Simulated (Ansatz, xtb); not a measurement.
# Relative energy of two isomers of C4H10F2Si

We compare X, `C[C@H](CF)C[SiH2]F`, a singlet, with Y, `CC[C@@H](F)[C@@H](F)[SiH3]`, a singlet. Both are isolated molecules in the gas phase, relaxed with B3LYP/def2-SVP; each stands in its lowest conformer found.

Quicker runs give these differences E(Y) − E(X): GFN2-xTB +179.0 kJ/mol; HF/STO-3G +72.7 kJ/mol (at GFN2-xTB geometries); r2SCAN-D4/def2-SVP +198.5 kJ/mol (at GFN2-xTB geometries).

Q: Estimate E(Y) − E(X) at the level CCSD(T)/def2-SVP + ΔMP2/def2-TZVPP.

A: Calculated at CCSD(T)/def2-SVP + ΔMP2/def2-TZVPP: E(Y) − E(X) = +224.9 kJ/mol, so structure X lies lower.

Level by level:

```
                             level        geometry  E(Y) − E(X) (kJ/mol)  departure from the last row (kJ/mol)  job, with rough time for the two
                          GFN2-xTB        GFN2-xTB                  +179.0                                 −45.9              optimisation, 0.31 s
                         HF/STO-3G        GFN2-xTB                   +72.7                                −152.3              single point, 0.48 s
                r2SCAN-D4/def2-SVP        GFN2-xTB                  +198.5                                 −26.4               single point, 5.3 s
                    B3LYP/def2-SVP  B3LYP/def2-SVP                  +190.3                                 −34.6                optimisation, 53 s
                       HF/def2-SVP  B3LYP/def2-SVP                  +201.6                                 −23.3           part of the CCSD(T) run
                      MP2/def2-SVP  B3LYP/def2-SVP                  +220.2                                  −4.8           part of the CCSD(T) run
                  CCSD(T)/def2-SVP  B3LYP/def2-SVP                  +205.2                                 −19.7                      single point
CCSD(T)/def2-SVP + ΔMP2/def2-TZVPP  B3LYP/def2-SVP                  +224.9                                                   single point, 2.3 min
```

As drawn, Y has 1 C–F, 1 Si–H in place of 1 F–Si, 1 C–H.

The levels shown agree on the order. The largest departure from CCSD(T)/def2-SVP + ΔMP2/def2-TZVPP is that of HF/STO-3G, 152.3 kJ/mol. The last row adds to CCSD(T) the change of the MP2 difference between the two basis sets, here +19.7 kJ/mol, a large step that makes the value less sure.

With thermal terms from frequencies at re-optimised GFN2-xTB minima (ideal gas, soft modes damped towards free rotors, one conformer each, 298.15 K, 1 atm): on the last row, ΔE + ΔZPE = +214.8, ΔH = +216.0, ΔG = +213.6 kJ/mol.

The correlated steps freeze 11 core orbitals. Run with Ansatz 0.2.0, xtb 6.7.1; the last row on 4 threads of Arm Neoverse V1 on a shared host.
